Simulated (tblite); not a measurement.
Task: Write a Z-matrix for `C1=CCP(c2cccs2)C1` as optimised with GFN2-xTB.

Result: 
Z-matrix in Å and degrees, rows numbered from 1:
```
C 
C   1  1.3207
C   2  1.4971  1  116.59
P   3  1.8723  2  106.40  1   -12.68
C   4  1.8179  3   98.23  2   -82.22
C   5  1.3653  4  124.25  3  -134.14
C   6  1.4106  5  113.52  4  -179.98
C   7  1.3572  6  112.25  5    -0.06
S   8  1.7170  7  112.50  6     0.09
C   1  1.4971  2  116.62  3     0.09
H   1  1.0786  2  124.23  3  -178.67
H   2  1.0786  1  124.25  3   178.62
H   3  1.0928  2  112.86  1  -134.04
H   3  1.0954  2  110.54  1   105.58
H   6  1.0758  5  122.44  4     0.13
H   7  1.0756  6  123.95  5   179.92
H   8  1.0721  7  128.46  6  -180.00
H  10  1.0929  1  112.85  2   133.93
H  10  1.0954  1  110.52  2  -105.71
```

Of the pairs four or more bonds apart, C2···S9 is among the closest relative to their van der Waals radii: 3.26 Å, 93 % of the sum of Bondi's values. The 6 C–C bonds span 1.321 Å (C1=C2, drawn double) to 1.497 Å (C1–C10, drawn single), a spread of 0.176 Å. The 5-membered ring C5–C6–C7–C8–S9 has internal angles of 91.1° to 113.5° (sum 540°, against 540° for a flat polygon); it is planar, 0.00 Å rms from its mean plane, widest ring torsion 0°. The C–S distances run from 1.717 Å (C8–S9, aromatic) to 1.742 Å (C5–S9, aromatic), a spread of 0.025 Å.

Structure optimised with GFN2-xTB, isolated species.

Point group: Cs (tolerance 0.08 Å). Its lowest GFN2-xTB frequency is 9 cm⁻¹, too small to tell a flat minimum from a shallow saddle. One conformer, not necessarily the lowest (C3–P4–C5–C6 -134°, C1–C2–C3–P4 -13°, C2–C3–P4–C5 -82°, C3–P4–C10–C1 -16°, C2–C1–C10–P4 13°).

The numbers are calculated, not measured.
